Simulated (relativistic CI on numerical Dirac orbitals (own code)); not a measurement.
**One change at a time: Pr XI**

Base calculation: Dirac-Coulomb-Breit CI, orbitals from a KLI potential per configuration, QED by a radiative potential, unscaled Slater integrals.

Configurations in the expansion (outside the closed core [Kr]): 4d¹⁰5s²5p, 4d¹⁰5s²4f, 4d¹⁰5s5p², 4d¹⁰5s4f², 4d¹⁰5s5p4f, 4d¹⁰5s²5d, 4d¹⁰5p³, 4d¹⁰5p²4f, 4d¹⁰5s5p5d, 4d¹⁰5s²5f, 4d¹⁰5s²5g, 4d¹⁰5s5p5f, 4d¹⁰5p4f5d, 4d¹⁰5s²6s, 4d¹⁰5p²5d, 4d¹⁰5s4f5f, 4d¹⁰5s5p5g, 4d¹⁰5s²6p, 4d¹⁰5s5d², 4d⁹5s²5p4f, 4d¹⁰5p4f6s, 4d¹⁰5p²6s, 4d¹⁰5s5p6s, 4d¹⁰5s²6d, 4d¹⁰5s5d6s, 4d¹⁰5p²5f, 4d¹⁰5s5p6p, 4d¹⁰5s²7s, 4d¹⁰5p4f², 4d¹⁰4f³, 4d¹⁰4f²5d, 4d¹⁰4f²5f, 4d¹⁰5s4f5d, 4d¹⁰4f5d², 4d¹⁰5p5d², 4d¹⁰5d³, 4d¹⁰5d²5f, 4d¹⁰5s4f6s, 4d¹⁰4f²6s, 4d¹⁰4f5d6s, 4d¹⁰5s4f5g, 4d¹⁰4f²5g, 4d¹⁰4f5d5g, 4d¹⁰5p5f², 4d¹⁰4f5f², 4d¹⁰5d5f², 4d¹⁰5f³, 4d¹⁰5p4f5f, 4d¹⁰4f5d5f. Double excitations out of closed p, d and f shells are left out; levels of such configurations are missing from the list, as are those of other unlisted configurations, and high levels can miss mixing partners. Some configurations lack a partner that the ground configuration has and come out too high, among them 4d⁹5s²5p4f, 4d¹⁰5s²5g, 4d¹⁰5s²6s, 4d¹⁰5s²6p, 4d¹⁰5s²6d.

The lowest level and the first level of each name with at least 55 % of one term (blank where a level has no safe partner in the second run):

| Level | Base (cm⁻¹) | Shift (cm⁻¹) |
| --- | --- | --- |
| 4d¹⁰5s²5p ²P°1/2 | 0.0 | 0.0 |
| 4d¹⁰5s²4f ²F°5/2 | 8903.1 | +1904.3 |
| 4d¹⁰5s²4f ²F°7/2 | 12031.9 | +1815.9 |
| 4d¹⁰5s²5p ²P°3/2 | 38327.9 | +98.7 |
| 4d¹⁰5s5p² ⁴P1/2 | 143892.8 | +276.1 |
| 4d¹⁰5s5p4f ⁴F3/2 | 147430.3 | +1794.2 |
| 4d¹⁰5s5p² ⁴P3/2 | 165822.9 | +383.0 |
| 4d¹⁰5s4f² ⁴H7/2 | 173614.6 | +13168.7 |
| 4d¹⁰5s4f² ⁴H9/2 | 174812.7 | +13112.5 |
| 4d¹⁰5s4f² ⁴H11/2 | 176374.8 | +12999.9 |
| 4d¹⁰5s4f² ⁴H13/2 | 178195.1 | +12867.9 |
| 4d¹⁰5s5p4f ⁴G9/2 | 178208.1 | +1670.2 |
| 4d¹⁰5s4f² ⁴F3/2 | 181532.0 | +12879.3 |
| 4d¹⁰5s4f² ⁴F5/2 | 181881.9 | +13563.2 |
| 4d¹⁰5s4f² ⁴F7/2 | 183575.6 | +12728.9 |
| 4d¹⁰5s5p4f ⁴G11/2 | 183696.0 | +1440.3 |
| 4d¹⁰5s4f² ⁴F9/2 | 184213.5 | +13013.6 |
| 4d¹⁰5s5p4f ⁴D3/2 | 185892.9 | +1407.9 |
| 4d¹⁰5s4f² ²H9/2 | 186287.8 | +13192.4 |
| 4d¹⁰5s4f² ²G9/2 | 188390.7 | +15096.0 |
| 4d¹⁰5s5p4f ⁴D1/2 | 188600.3 | +1616.3 |
| 4d¹⁰5s4f² ²G7/2 | 189666.7 | +12010.4 |

At this charge transitions that keep the count of f electrons are usually good to a few per cent. Levels and lines within the n = 5 or 6 shells can be off by up to 10 % or somewhat more, and those that change n by about 2 %, since core polarisation is missing. Levels that differ in their count of f electrons can be misplaced by several ten thousand cm⁻¹, since the correlation energy of f electrons is missing or only estimated; rates across such gaps can be off by orders of magnitude.

Q: One thing was changed in a second run, which moved the levels as shown. Which?
A. one mean potential for all configurations
B. QED terms removed
C. configuration mixing switched off
D. Breit term removed
E. P86 correlation estimate

A: A. One mean potential for all configurations. One potential for all configurations removes the relaxation of the orbitals, which moves whole configurations and changes the integrals a little.

LS names give the leading component of a level, which can be under half, so a name can repeat, a term be missing and a line seem to break the LS rules.
